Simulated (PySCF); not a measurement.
A calculated (BP86, PySCF 2.14, x2c-TZVPall, scalar relativity by spin-free X2C-1e) atom or ion has these occupied shells.

```
shell  electrons  orbital energy (eV)  rms radius, mean of both spins (bohr)
   1s          2             -34309.4                                 0.0305
   2s          2              -5341.0                                  0.124
   2p          6              -4797.3                                  0.111
   3s          2              -1093.1                                  0.327
   3p          6              -917.03                                  0.327
   3d         10              -653.62                                  0.305
   4s          2              -197.28                                  0.762
   4p          6              -141.41                                  0.816
   4d         10              -59.474                                  0.947
   5s          2              -19.853                                   1.98
   5p          6               -8.360                                   2.49
```

(1) Name the element and its charge.

Results:

(1) Xe (xenon, neutral), in [Xe], closed-shell 1S.
